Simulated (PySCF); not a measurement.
C4H13AlOSi, SMILES [CH3][Al]([CH3])[O][SiH](C)C (GFN2-xTB optimised geometry):

```
20

Si    -1.827    -0.058     0.000
C     -2.439     1.742     0.000
C     -2.435    -0.973    -1.552
O     -0.193    -0.058     0.000
Al     1.491    -0.015    -0.071
C      2.280     1.544    -1.034
C      2.437    -1.531     0.815
H     -2.235    -0.760     1.227
H     -2.109     2.276    -0.887
H     -3.524     1.787     0.028
H     -2.064     2.283     0.864
H     -2.046    -1.987    -1.586
H     -2.117    -0.472    -2.462
H     -3.518    -1.034    -1.570
H      3.371     1.552    -1.018
H      1.940     2.490    -0.600
H      1.970     1.563    -2.083
H      2.171    -1.598     1.874
H      3.524    -1.453     0.755
H      2.154    -2.490     0.370
```

Calculation: PySCF 2.14.0 with PBE0/def2-SVP.

Q: What are the frontier orbital energies and the dipole moment?

A: HOMO-2 -8.23 eV, HOMO-1 -7.98 eV, HOMO -7.35 eV, LUMO -0.03 eV, LUMO+1 0.51 eV; dipole moment 0.61 D.

On the same geometry PBE/def2-SVP run with PySCF gives HOMO-2 -6.83 eV, HOMO-1 -6.59 eV, HOMO -6.01 eV, LUMO -0.82 eV, LUMO+1 -0.27 eV; dipole moment 0.62 D.

Meta-Löwdin charges at PBE0/def2-SVP: Si1 0.99, C2 -0.57, C3 -0.57, O4 -0.81, Al5 0.95, C6 -0.61, C7 -0.61, H8 -0.14, H9 0.11, H10 0.11, H11 0.11, H12 0.11, H13 0.11, H14 0.11, H15 0.11, H16 0.12, H17 0.12, H18 0.12, H19 0.11, H20 0.12.
